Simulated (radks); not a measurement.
Results of a calculation; reference values are marked as such.
Task: The dysprosium ion Dy35+, 31 electrons, occupied as [Ar] 3d10 4s2 4p1 (the NIST ground configuration). Level of theory: Dirac Kohn-Sham, BLYP, spin-unpolarised, spherical densities, point nucleus; open shells are shared between the two j in proportion to 2j + 1 (a radial shooting solver on a logarithmic mesh with Libxc functionals). Some entries of the table are withheld. Estimate them.

orbital      occ.  eigenvalue (Ry)  <1/r> (bohr^-1)
1s1/2           2        -4047.483            74.60
2s1/2           2              (1)            17.90
2p1/2           2              (2)            17.87
2p3/2           4              (3)            15.65
3s1/2           2              (4)            6.641
3p1/2           2        -232.5570              (5)
3p3/2           4        -219.8389              (6)
3d3/2           4        -196.8544            5.878
3d5/2           6        -194.0327            5.739
4s1/2           2        -115.8952              (7)
4p1/2    0.333333        -110.2177            3.123
4p3/2    0.666667        -106.1768            2.939

Result: 
(1) 2s1/2 eigenvalue (Ry): -761.2241
(2) 2p1/2 eigenvalue (Ry): -729.5875
(3) 2p3/2 eigenvalue (Ry): -670.5294
(4) 3s1/2 eigenvalue (Ry): -246.1760
(5) 3p1/2 <1/r> (bohr^-1): 6.560
(6) 3p3/2 <1/r> (bohr^-1): 5.997
(7) 4s1/2 <1/r> (bohr^-1): 3.188
